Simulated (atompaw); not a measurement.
# Pseudopotential generation for Sr: PAW (atompaw), PBE, scalar-relativistic.

strontium, PAW, made with atompaw 4.2.0.5 (PBE, scalar-relativistic). Core [Kr], reference 4d0 5s2 5p0. Waves: 5s (bound): rc 3.00 bohr; 5s channel at 1.75 Ry: rc 3.00 bohr; 5p (bound, empty): rc 3.00 bohr; 5p channel at 0.6 Ry: rc 3.00 bohr; 4d (bound, empty): rc 2.45 bohr; 4d channel at 0.55 Ry: rc 3.00 bohr; 4f channel at 0.25 Ry: rc 3.00 bohr; 4f channel at 1.6 Ry: rc 3.00 bohr. Local part: bessel scheme, radius 2.55 bohr. Core correction: smooth core density matched at 1.55 bohr. Augmentation charge: gaussian compensation charge, radius 2.95 bohr; PAW radius 3.00 bohr; waves and projectors: custom rrkj gramschmidtortho.

All-electron outer shells of the reference configuration (PBE, scalar-relativistic, ld1.x):

```json
{"shell": "4s", "level (eV)": "-40.90", "outermost node (bohr)": "0.59", "outermost maximum (bohr)": "1.19"}
{"shell": "4p", "level (eV)": "-22.82", "outermost node (bohr)": "0.61", "outermost maximum (bohr)": "1.33"}
{"shell": "5s", "level (eV)": "-3.53", "outermost node (bohr)": "1.65", "outermost maximum (bohr)": "3.72"}
{"shell": "5p", "level (eV)": "-1.28", "outermost node (bohr)": "1.96", "outermost maximum (bohr)": "4.83"}
{"shell": "4d", "level (eV)": "-1.28", "outermost node (bohr)": "0.65", "outermost maximum (bohr)": "2.12"}
```

Results:

```
Cutoffs needed                                           : 6 Ry and 6 Ry (the cutoffs (Ry, on a coarse ladder) from which the occupation-weighted sum of valence levels, in a spherical-Bessel basis at the reference potential, stays within 10 and 1 mRy of its value at 400 Ry) The cutoffs count occupied waves only; the empty 4d level needs 12 Ry at the loose tolerance.
Ghost test                                               : ghost state, extra bound levels that the all-electron valence spectrum of the same l lacks: p at -39.9 eV; a true bound ghost makes a file unfit for plane-wave use (spherical-Bessel basis up to 400 Ry, 20 bohr box)
Lowest eigenvalue of the overlap operator                : 0.00 (p channel)
Overlap eigenvalues printed by atompaw (projector basis) : 0.0103, 0.0124, 0.129, 0.227, 11.8, 14.8, 24.3, 37.5
Share of each valence orbital outside the PAW sphere     : 5s 82 %, 5p 94 %, 4d 52 %
```

Generation and tests took about 7.8 s on one core of a shared server CPU.
